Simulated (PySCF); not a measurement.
Molecule: SMILES CC1(C)CCCCC1, C$_{8}$H$_{16}$.

Geometry:
```csv
atom,x (Å),y (Å),z (Å)
C1,-2.000,-0.515,-0.907
C2,-0.745,-0.172,-0.106
C3,-1.167,0.233,1.309
C4,0.179,-1.403,-0.064
C5,1.553,-1.123,0.536
C6,2.247,0.028,-0.184
C7,1.372,1.277,-0.203
C8,0.000,0.983,-0.800
H9,-2.552,-1.347,-0.442
H10,-1.744,-0.814,-1.937
H11,-2.681,0.349,-0.967
H12,-1.838,1.107,1.280
H13,-1.708,-0.588,1.805
H14,-0.311,0.497,1.948
H15,-0.323,-2.219,0.483
H16,0.314,-1.766,-1.100
H17,1.453,-0.878,1.608
H18,2.172,-2.033,0.491
H19,2.461,-0.277,-1.225
H20,3.222,0.244,0.281
H21,1.262,1.663,0.825
H22,1.864,2.080,-0.776
H23,-0.631,1.888,-0.782
H24,0.128,0.719,-1.865
```

Geometry PBE0-D3(BJ)/def2-SVP throughout; GIAO in PySCF 2.14.0 with density-fitted response routines, gas phase, one conformer, non-relativistic; equivalent atoms averaged; basis pcSseg-1.

**Question.** How do the shifts δ (against TMS at the same level) depend on the functional? (ppm; last column core-seconds on shared hosts with different chips, so compare them loosely)

**Answer.** 
```csv
functional,kind,C4/C8,C2,C1/C3,C6,C5/C7,H17/H18/H21/H22,H19/H20,H15/H16/H23/H24,H9/H10/H11/H12/H13/H14,core-s
LDA,LDA,45.2,33.0,31.7,30.7,26.0,1.55,1.40,1.22,0.91,36
OPBE,GGA,39.8,29.5,28.9,28.8,24.8,1.46,1.34,1.17,0.87,44
KT2,GGA,42.8,32.7,30.2,30.9,26.8,1.56,1.41,1.22,0.91,46
B3LYP,global hybrid,43.0,31.8,31.0,30.6,26.2,1.43,1.32,1.12,0.89,51
PBE0,global hybrid,41.2,29.8,30.3,28.8,24.6,1.40,1.29,1.09,0.87,60
B97-2,global hybrid,40.8,30.1,30.0,29.0,24.9,1.41,1.30,1.10,0.88,29
CAM-B3LYP,range-separated hybrid,41.8,30.1,30.6,29.0,24.6,1.38,1.28,1.07,0.88,49
wB97X-D,range-separated hybrid,40.7,29.6,30.4,28.1,24.0,1.35,1.25,1.05,0.88,40
LC-wPBE,range-separated hybrid,38.4,27.1,29.4,25.9,21.9,1.28,1.20,1.00,0.86,61
```

**Question.** Which nucleus moves most, in ppm?

**Answer.** C4/C8 (sp3 CH2 in a ring): from 38.4 ppm with LC-wPBE to 45.2 ppm with LDA. The smallest spread is 0.05 ppm, at H9/H10/H11/H12/H13/H14. Proton shifts span only some 12 ppm, so a few tenths of a ppm matter as much there as several ppm in carbon.
